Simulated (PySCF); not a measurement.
BeBrCl (SMILES [Cl][Be][Br]), singlet, geometry from GFN2-xTB (such geometries of metal compounds can be far from the true shape), with bond 3-1 at 2.4 times its length; CASSCF(6,5)/def2-SVP (PySCF).

Here is a job for PySCF.
```python
from pyscf import gto, scf, mcscf
import numpy

mol = gto.Mole()
mol.atom = '''
    Be   -0.00000000   -0.00000000   -0.68251930
    Cl   -0.00000000   -0.00000000   -2.43903866
    Br    0.00000000    0.00000000    3.98595453
'''
mol.basis = 'def2-svp'
mol.verbose = 4
mol.build()

mf = scf.RHF(mol)
mf.kernel()
mc = mcscf.CASSCF(mf, 5, 6)
mc.fix_spin_(ss=0.0)
mc.kernel()
occ = numpy.linalg.eigvalsh(mc.fcisolver.make_rdm1(mc.ci, mc.ncas, mc.nelecas))[::-1]
ss = mc.fcisolver.spin_square(mc.ci, mc.ncas, mc.nelecas)[0]
print('natural occupations', occ.round(4), ' <S^2>', round(ss, 4))
```

Output, abridged:

```
PySCF version 2.14.0

[INPUT] verbose = 4
[INPUT] num. atoms = 3
[INPUT] num. electrons = 56
[INPUT] charge = 0
[INPUT] spin (= nelec alpha-beta = 2S) = 0
[INPUT] symmetry False subgroup None
[INPUT] Mole.unit = angstrom
[INPUT] Symbol           X                Y                Z      unit          X                Y                Z       unit  Magmom
[...]
nuclear repulsion = 85.3607359770745
number of shells = 25
number of NR pGTOs = 129
number of NR cGTOs = 59
basis = def2-svp
ecp = {}

******** <class 'pyscf.scf.hf.RHF'> ********
method = RHF
initial guess = minao
damping factor = 0
level_shift factor = 0
DIIS = <class 'pyscf.scf.diis.CDIIS'>
diis_start_cycle = 1
diis_space = 8
diis_damp = 0
SCF conv_tol = 1e-09
SCF conv_tol_grad = None
SCF max_cycles = 50
direct_scf = True
direct_scf_tol = 1e-13
Set gradient conv threshold to 3.16228e-05
Initial guess from minao.
init E= -3044.96284052276
[...]
cycle= 1 E= -3045.89470075955  delta_E= -0.932  |g|= 0.395  |ddm|= 1.72
[...]
cycle= 2 E= -3045.75340899272  delta_E= 0.141  |g|= 0.668  |ddm|= 2.02
[...]
cycle= 3 E= -3045.98516498835  delta_E= -0.232  |g|= 0.112  |ddm|= 1.51
[...]
cycle= 4 E= -3045.99611163284  delta_E= -0.0109  |g|= 0.0238  |ddm|= 0.29
[...]
cycle= 5 E= -3045.99662801446  delta_E= -0.000516  |g|= 0.0168  |ddm|= 0.0765
[...]
cycle= 6 E= -3045.99676224862  delta_E= -0.000134  |g|= 0.00595  |ddm|= 0.0366
[...]
cycle= 7 E= -3045.99677657185  delta_E= -1.43e-05  |g|= 0.0017  |ddm|= 0.0124
[...]
cycle= 8 E= -3045.99677803006  delta_E= -1.46e-06  |g|= 0.000227  |ddm|= 0.00401
[...]
cycle= 9 E= -3045.99677807291  delta_E= -4.28e-08  |g|= 0.000102  |ddm|= 0.000779
[...]
cycle= 10 E= -3045.99677807873  delta_E= -5.81e-09  |g|= 1.27e-05  |ddm|= 0.000265
[...]
cycle= 11 E= -3045.99677807886  delta_E= -1.32e-10  |g|= 4.59e-06  |ddm|= 4.22e-05
[...]
Extra cycle  E= -3045.99677807886  delta_E= -6.37e-12  |g|= 2.89e-06  |ddm|= 1.11e-05
converged SCF energy = -3045.99677807886

******** <class 'pyscf.mcscf.mc1step.CASSCF'> ********
CAS (3e+3e, 5o), ncore = 25, nvir = 29
max_cycle_macro = 50
max_cycle_micro = 4
conv_tol = 1e-07
conv_tol_grad = None
orbital rotation max_stepsize = 0.02
orbital rotation threshold for CI restart = 0.01
augmented hessian ah_max_cycle = 30
augmented hessian ah_conv_tol = 1e-12
augmented hessian ah_linear dependence = 1e-14
augmented hessian ah_level shift = 1e-08
augmented hessian ah_start_tol = 2.5
augmented hessian ah_start_cycle = 3
augmented hessian ah_grad_trust_region = 3
kf_trust_region = 3
kf_interval = 4
ci_response_space = 4
ci_grad_trust_region = 3
with_dep4 0
natorb = False
canonicalization = True
sorting_mo_energy = False
ao2mo_level = 2
internal_rotation = False
******** <class 'pyscf.fci.addons.SpinPenaltyFCISolver'> ********
max. cycles = 50
conv_tol = 1e-08
davidson only = True
linear dependence = 1e-12
level shift = 0.001
max iter space = 12
nroots = 1
pspace_size = 400
spin = None
CASCI E = -3046.05892697369  S^2 = 0.0000000
Set conv_tol_grad to 0.000316228
macro iter   1 ( 21 JK    4 micro), CASSCF E = -3046.07833492258  dE = -1.94079489e-02  S^2 = 0.0000000
               |grad[o]|=0.175  |grad[c]|=0.0589  |ddm|=0.118  |maxRot[o]|=0.237
macro iter   2 ( 17 JK    4 micro), CASSCF E = -3046.07901139704  dE = -6.76474457e-04  S^2 = 0.0000000
               |grad[o]|=0.0376  |grad[c]|=0.0177  |ddm|=0.0216  |maxRot[o]|= 0.13
macro iter   3 ( 12 JK    3 micro), CASSCF E = -3046.07904595690  dE = -3.45598560e-05  S^2 = 0.0000000
               |grad[o]|=0.0135  |grad[c]|=0.0156  |ddm|=0.0042  |maxRot[o]|=0.0758
macro iter   4 ( 12 JK    3 micro), CASSCF E = -3046.07906011796  dE = -1.41610640e-05  S^2 = 0.0000000
               |grad[o]|=0.0117  |grad[c]|=0.0286  |ddm|=0.00249  |maxRot[o]|=0.109
macro iter   5 ( 12 JK    3 micro), CASSCF E = -3046.07906629104  dE = -6.17308251e-06  S^2 = 0.0000000
               |grad[o]|=0.00973  |grad[c]|=0.0393  |ddm|=0.00169  |maxRot[o]|=0.098
[...]
               |grad[o]|=0.00362  |grad[c]|=5.88e-05  |ddm|=6.84e-06  |maxRot[o]|=0.00385
macro iter  33 ( 25 JK    4 micro), CASSCF E = -3046.07906799101  dE =  7.75831722e-07  S^2 = 0.0000000
               |grad[o]|=0.0036  |grad[c]|=0.00426  |ddm|=5.3e-05  |maxRot[o]|=0.0235
macro iter  34 ( 29 JK    4 micro), CASSCF E = -3046.07906820995  dE = -2.18934474e-07  S^2 = 0.0000000
               |grad[o]|=0.00345  |grad[c]|=0.000176  |ddm|=6.33e-06  |maxRot[o]|=0.0052
macro iter  35 ( 17 JK    4 micro), CASSCF E = -3046.07906761862  dE =  5.91324806e-07  S^2 = 0.0000000
               |grad[o]|=0.00339  |grad[c]|=0.00749  |ddm|=0.000145  |maxRot[o]|=0.0136
macro iter  36 ( 26 JK    4 micro), CASSCF E = -3046.07906787351  dE = -2.54890438e-07  S^2 = 0.0000000
               |grad[o]|=0.00337  |grad[c]|=0.000373  |ddm|=3.31e-05  |maxRot[o]|=0.00678
macro iter  37 ( 17 JK    4 micro), CASSCF E = -3046.07906759170  dE =  2.81811026e-07  S^2 = 0.0000000
               |grad[o]|=0.00331  |grad[c]|=0.00915  |ddm|=0.000252  |maxRot[o]|=0.0155
macro iter  38 ( 25 JK    4 micro), CASSCF E = -3046.07906751410  dE =  7.76080924e-08  S^2 = 0.0000000
               |grad[o]|=0.00317  |grad[c]|=0.000246  |ddm|=2.25e-05  |maxRot[o]|=0.0101
macro iter  39 ( 29 JK    4 micro), CASSCF E = -3046.07906770286  dE = -1.88762897e-07  S^2 = 0.0000000
               |grad[o]|=0.00314  |grad[c]|=8.17e-05  |ddm|=7.98e-06  |maxRot[o]|=0.00577
macro iter  40 ( 22 JK    4 micro), CASSCF E = -3046.07906662949  dE =  1.07337155e-06  S^2 = 0.0000000
               |grad[o]|=0.00313  |grad[c]|=0.00595  |ddm|=4.41e-05  |maxRot[o]|=0.0268
macro iter  41 ( 26 JK    4 micro), CASSCF E = -3046.07906682018  dE = -1.90688752e-07  S^2 = 0.0000000
               |grad[o]|=0.00307  |grad[c]|=0.000386  |ddm|=8.33e-06  |maxRot[o]|=0.00441
macro iter  42 ( 21 JK    4 micro), CASSCF E = -3046.07906637683  dE =  4.43345016e-07  S^2 = 0.0000000
               |grad[o]|=0.00302  |grad[c]|=0.00578  |ddm|=9.94e-05  |maxRot[o]|=0.0271
macro iter  43 ( 25 JK    4 micro), CASSCF E = -3046.07906635669  dE =  2.01407602e-08  S^2 = 0.0000000
               |grad[o]|=0.00284  |grad[c]|=0.000119  |ddm|=5.42e-06  |maxRot[o]|=0.0108
macro iter  44 ( 29 JK    4 micro), CASSCF E = -3046.07906644641  dE = -8.97239261e-08  S^2 = 0.0000000
               |grad[o]|=0.00281  |grad[c]|=7.42e-05  |ddm|=9.07e-06  |maxRot[o]|=0.00356
macro iter  45 ( 33 JK    4 micro), CASSCF E = -3046.07906653988  dE = -9.34655873e-08  S^2 = 0.0000000
               |grad[o]|=0.00279  |grad[c]|=2.95e-05  |ddm|=9.86e-07  |maxRot[o]|=0.00262
macro iter  46 ( 33 JK    4 micro), CASSCF E = -3046.07906657167  dE = -3.17895683e-08  S^2 = 0.0000000
               |grad[o]|=0.00278  |grad[c]|=7.97e-06  |ddm|=1.77e-06  |maxRot[o]|=0.000934
macro iter  47 ( 12 JK    1 micro), CASSCF E = -3046.07906657479  dE = -3.11956683e-09  S^2 = 0.0000000
               |grad[o]|=0.00278  |grad[c]|=3.76e-06  |ddm|=3.22e-07  |maxRot[o]|=0.0001
macro iter  48 ( 13 JK    1 micro), CASSCF E = -3046.07906657584  dE = -1.04773790e-09  S^2 = 0.0000000
               |grad[o]|=0.00278  |grad[c]|=1.58e-06  |ddm|=2.03e-07  |maxRot[o]|=3.3e-05
macro iter  49 ( 14 JK    1 micro), CASSCF E = -3046.07906657618  dE = -3.42424755e-10  S^2 = 0.0000000
               |grad[o]|=0.00278  |grad[c]|=7.89e-07  |ddm|=    0  |maxRot[o]|=1.08e-05
macro iter  50 ( 15 JK    1 micro), CASSCF E = -3046.07906657629  dE = -1.08229870e-10  S^2 = 0.0000000
               |grad[o]|=0.00278  |grad[c]|=8.13e-07  |ddm|=    0  |maxRot[o]|=3.51e-06
1-step CASSCF not converged,  50 macro (1174 JK 182 micro) steps
CASSCF canonicalization
Density matrix diagonal elements [1.99997535e+00 1.99990868e+00 1.18015753e+00 8.19830628e-01
 1.27817128e-04]
CASSCF energy = -3046.07906657629
CASCI E = -3046.07906657629  E(CI) = -162.441380420249  S^2 = 0.0000000
natural occupations [2.     2.     1.2094 0.7906 0.    ]  <S^2> 0.0
```

The run did not converge; its last values are not results.
